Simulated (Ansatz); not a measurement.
Species: sum formula H$_{7}$Si$_{3}$O, net charge 0, doublet state. It need not be the lowest isomer of its formula. SMILES: O[Si]([SiH3])[SiH3]
Geometry from a B3LYP-D3(BJ)/def2-TZVP (Ansatz, a first-principles code) optimisation:
```xyz
11

O      0.0289     1.8334    -0.7710
Si    -0.1666     0.5499     0.2789
Si     1.9520    -0.3725     0.6552
Si    -1.7973    -0.9788    -0.4489
H     -0.7622     2.2376    -1.1389
H      1.7674    -1.5310     1.5638
H      2.6064    -0.8420    -0.5931
H      2.8407     0.6169     1.3101
H     -3.0855    -0.2659    -0.6479
H     -1.4546    -1.6588    -1.7261
H     -1.9772    -2.0053     0.6061
```
Charge 0, spin multiplicity 2.

Atomisation energy built up term by term with Ansatz (kcal/mol; UHF references for open shells; valence terms freeze the core; atomic spin-orbit terms are left out). Basis-set limits of correlation are two-point, X^-3; Hartree-Fock from the larger set.

```
term                                            basis  kcal/mol
-----------------------  ----------------------------  --------
Hartree-Fock                              cc-pV(Q+d)Z         ?
CCSD correlation         CBS(cc-pV(T+d)Z,cc-pV(Q+d)Z)    193.74
(T)                      CBS(cc-pV(T+d)Z,cc-pV(Q+d)Z)         ?
core correlation                            cc-pwCVTZ     -0.06
scalar relativity (X2C)    cc-pVTZ-DK against cc-pVTZ     -2.13
sum: De                                                       ?
```

**Question.** Fill in the missing entries.

**Answer.** 
- Hartree-Fock, kcal/mol: 590.28
- (T), kcal/mol: 9.89
- sum: De, kcal/mol: 791.7
